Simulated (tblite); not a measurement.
Compound: C3H11NSi2.
Structure used (GFN2-xTB), in Å, numbered top down from 1:
```
atom  x, y, z in Å
C1     2.4998    0.0338    0.2482
N2     1.3729   -0.5042   -0.4805
C3     0.1832    0.3296   -0.3712
Si4   -1.3707   -0.3032   -1.3211
C5    -2.3375   -0.1386    0.3239
Si6   -0.7382    0.2191    1.3235
H7     2.2368    0.0763    1.3063
H8     3.3588   -0.6250    0.1234
H9     2.7839    1.0501   -0.0720
H10    1.6275   -0.6113   -1.4593
H11    0.4192    1.3775   -0.6360
H12   -1.2211   -1.6734   -1.8081
H13   -1.8213    0.5644   -2.4160
H14   -2.8920   -1.0202    0.6318
H15   -3.0446    0.6869    0.3269
H16   -0.7544    1.4543    2.1159
H17   -0.3094   -0.9042    2.1543
```

Computed with GFN2-xTB (tblite): harmonic, unscaled wavenumbers at the GFN2-xTB geometry, gas phase. The method is semi-empirical: single wavenumbers can be off by several per cent or more. Modes of hydrogen on silicon can be 10 to 20 % off. One conformer, not necessarily the lowest.

Harmonic wavenumbers (cm⁻¹): 52.9, 102.2, 167.8, 204.9, 269.9, 319.9, 375.8, 430.5, 457.0, 493.4, 514.7, 595.7, 614.7, 658.6, 688.6, 695.5, 727.1, 764.6, 770.2, 792.0, 846.9, 930.0, 1008.9, 1058.5, 1080.1, 1114.9, 1152.7, 1178.9, 1284.2, 1387.0, 1417.8, 1463.8, 1486.3, 1502.2, 2210.4, 2216.4, 2267.4, 2272.5, 2745.4, 2828.3, 2991.9, 3004.5, 3008.5, 3021.6, 3323.2.

A = 3444, B = 1734, C = 1241 MHz; mass 117.043 u (most abundant isotopes); point group C1, symmetry number 1.

Problem. What is the zero-point energy?

Solution. ½Σν̃ = 28249 cm⁻¹ = 80.77 kcal/mol.

Problem. Give the ideal-gas entropy at 500 K and 1 bar in the rigid-rotor, harmonic-oscillator model (classical rotation).

Solution. Translation 42.78, rotation 29.70, vibration 42.18: S = 114.7 cal/(mol K).

Problem. And Cp and H(500 K) − H(0)?

Solution. Cp = 53.09 cal/(mol K), of which vibrations give 45.14 (their classical limit is 45 R = 89.4); H(500 K) − H(0) = 15.45 kcal/mol without the zero-point energy, 11.48 from vibrations.

Problem. Which modes carry the vibrational entropy at 500 K?

Solution. 52.9 cm⁻¹: 5.73; 102.2 cm⁻¹: 4.43; 167.8 cm⁻¹: 3.45; 204.9 cm⁻¹: 3.07; 269.9 cm⁻¹: 2.54; 319.9 cm⁻¹: 2.22 cal/(mol K); the other 39 give 20.75 together.

Problem. How do the functions run with temperature in this model?

Solution. 
```json
{"T (K)": "100", "S (cal/(mol K))": "65.2", "Cp (cal/(mol K))": "15.6", "H − H(0) (kcal/mol)": "1.13", "G − H(0) (kcal/mol)": "-5.39", "ln q(vib)": "1.08"}
{"T (K)": "200", "S (cal/(mol K))": "79.1", "Cp (cal/(mol K))": "26.1", "H − H(0) (kcal/mol)": "3.20", "G − H(0) (kcal/mol)": "-12.63", "ln q(vib)": "2.96"}
{"T (K)": "300", "S (cal/(mol K))": "91.8", "Cp (cal/(mol K))": "36.8", "H − H(0) (kcal/mol)": "6.36", "G − H(0) (kcal/mol)": "-21.18", "ln q(vib)": "5.09"}
{"T (K)": "800", "S (cal/(mol K))": "143.2", "Cp (cal/(mol K))": "68.1", "H − H(0) (kcal/mol)": "33.84", "G − H(0) (kcal/mol)": "-80.72", "ln q(vib)": "16.42"}
{"T (K)": "1000", "S (cal/(mol K))": "159.1", "Cp (cal/(mol K))": "74.7", "H − H(0) (kcal/mol)": "48.15", "G − H(0) (kcal/mol)": "-110.98", "ln q(vib)": "20.60"}
```

q(vib) and H(0) count from the zero-point level.

Hindered rotation and anharmonicity are outside this model. Other conformers, if any are populated, would add a mixing term that is left out. The structure is chiral; the term R ln 2 for an equal mix with its mirror image is left out.
